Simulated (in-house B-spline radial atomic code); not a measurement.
Ta⁵⁺. Computed with a B-spline radial atomic code. Model: all-electron spherical atom, spin shells full or empty, radial basis limit, no spin-orbit coupling, Breit or QED, empty-state partial waves extrapolated as (l+1/2)^-4, RPA, G0W0 and static COHSEX of the highest shell as one setting changes (uncorrelated shells keep exact exchange).

Empty levels are discrete states of a finite basis, so the steps are uneven.

Without the two-electron picture change, core correlation of heavy ions comes too large.

Given: element Ta; charge 5; filled core Xe; hamiltonian one-electron scalar X2C; mean-field start r2SCAN; highest l of empty states 9; nuclear rms radius 5.3507 fm; lowest nl shells left uncorrelated 10; highest mean-field shell 4f; box radius 10.43 bohr.

Shell: 4f 7 7 (electrons up and down).

| highest empty level kept (hartree) | RPA correlation energy (hartree) | G0W0 level (eV) | G0W0 minus most complete (meV) | COHSEX level (eV) | linearised minus solved G0W0 (meV) |
| --- | --- | --- | --- | --- | --- |
| 12 | -0.90618 | -93.65 | 1717.2 | -96.478 | -69 |
| 24 | -1.1734 | -94.331 | 1036.3 | -98.327 | -77.9 |
| 42 | -1.3311 | -94.753 | 613.8 | -99.672 | -84 |
| 72 | ? | ? | ? | ? | ? |
| 120 | -1.4835 | -95.211 | 155.6 | -101.34 | -90.9 |
| 216 | -1.5134 | -95.307 | 59.7 | -101.78 | -92.4 |
| 360 | -1.5284 | -95.356 | 11.4 | -102.01 | -93.2 |
| 720 | -1.5312 | -95.365 | 1.9 | -102.05 | -93.4 |
| 1440 | -1.5317 | -95.367 | 0.2 | -102.06 | -93.4 |
| 3000 | ? | ? | ? | ? | ? |
| 7200 | -1.5318 | -95.367 | 0 | -102.06 | -93.4 |
| 24000 | -1.5318 | -95.367 | 0 | -102.06 | -93.4 |

(1) What follows for highest empty level kept = 3000?

(2) What follows for highest empty level kept = 72?

Answers

(1) RPA correlation energy -1.5318 hartree; G0W0 level -95.367 eV; G0W0 minus most complete 0 meV; COHSEX level -102.06 eV; linearised minus solved G0W0 -93.4 meV.

(2) RPA correlation energy -1.419 hartree; G0W0 level -95.01 eV; G0W0 minus most complete 357.2 meV; COHSEX level -100.58 eV; linearised minus solved G0W0 -87.8 meV.
